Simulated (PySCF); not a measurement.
C6H7O3 (doublet state).
Geometry (GFN2-xTB, Å), atoms numbered from 1 in this order:
```
atom  x, y, z in Å
C1    -2.6264   -0.6753   -0.3560
C2    -1.3939   -0.3353   -0.1914
C3    -0.1089    0.0302   -0.0114
C4     0.9271   -0.8704   -0.2691
O5     2.2199   -0.4965   -0.0842
C6     3.1912   -1.3724   -0.3262
O7     3.0545   -2.5043   -0.7045
O8     0.2467    1.2779    0.4245
C9    -0.8136    2.1657    0.6759
H10   -3.1453   -0.5461   -1.2983
H11   -3.2167   -1.1264    0.4326
H12    0.7373   -1.8742   -0.6149
H13    4.1577   -0.8878   -0.1222
H14   -0.3551    3.0955    1.0067
H15   -1.4045    2.3463   -0.2285
H16   -1.4776    1.7822    1.4581
```

The hyperfine couplings belong to this conformer and change with its torsions.

As a line formula: `C(O/C=C(\OC)[C]=C)=O` [radical].

Computed with UKS B3LYP, pcH-1 on C H O, non-relativistic, mean-field spin-orbit, GIAO (PySCF). The structure is a single GFN2-xTB conformer in the gas phase; no vibrational or solvent corrections. Couplings are sensitive to structure, and on GFN2-xTB geometries they can be far from those on DFT ones. Stability of the SCF solution: not tested. ⟨S²⟩ is 0.773 where a pure state has 0.75.

Q: The isotropic 13C couplings are +67.4, -51.9, +45.2, -36.7, +3.5 MHz. Assign them to C1; C2; C3; C4; C6.

A: 
```csv
site,a_iso (MHz),ρ(0) (bohr⁻³),position,distance from C4 (Å),spin population,largest |T| (MHz)
C1,-36.7,-0.0327,1 bond from C2,3.56,-0.10,8.9
C2,+45.2,+0.0402,a main spin site,2.38,+0.51,83.6
C3,-51.9,-0.0462,1 bond from C2,1.40,-0.20,25.1
C4,+67.4,+0.0600,largest spin population,0.00,+0.66,114.5
C6,+3.5,+0.0031,2 bonds from C4,2.32,+0.03,6.4
```

Q: Match the computed a_iso(1H) values +99.2, -46.8, -6.5, -0.4 MHz (means over equivalent nuclei) with the sites H10/H11; H12; H13; H14/H15/H16.

A: 
| site | a_iso (MHz) | ρ(0) (bohr⁻³) | position | distance from C4 (Å) | bound to | spin population there | largest \|T\| (MHz) |
| --- | --- | --- | --- | --- | --- | --- | --- |
| H10/H11 | +99.2 | +0.0222 | 2 bonds from C2, on C1 of spin population -0.10 | 4.21 | C1 | -0.10 | 4.9 |
| H12 | -46.8 | -0.0105 | 1 bond from C4 | 1.08 | C4 | +0.66 | 25.4 |
| H13 | -6.5 | -0.0014 | 3 bonds from C4 | 3.23 | C6 | +0.03 | 5.1 |
| H14/H15/H16 | -0.4 | -0.0001 | 4 bonds from C2 | 4.10 | C9 | 0.00 | 2.8 |

ρ(0) is the spin density at the nucleus and T the dipolar tensor; entries for several nuclei are means. The Mulliken spin populations are largest on C4 (+0.66), C2 (+0.51), C3 (-0.20) and C1 (-0.10). The positive populations add up to 1.35 and the negative ones to -0.35, together 2S = 1. The angles at C4 add up to 360.0°, so it is planar; its axial dipolar tensor and the negative coupling of its proton fit spin in a p orbital normal to that plane. Main spin sites, with 60 % or more of the largest population: C2, C4; positions count bonds from the nearest.

Means are taken over nuclei equivalent by connectivity, which assumes that they swap fast.

The SMILES `C=[C]/C(=C/OC=O)OC` draws the unpaired electron on C2, whose computed spin population is only +0.51.
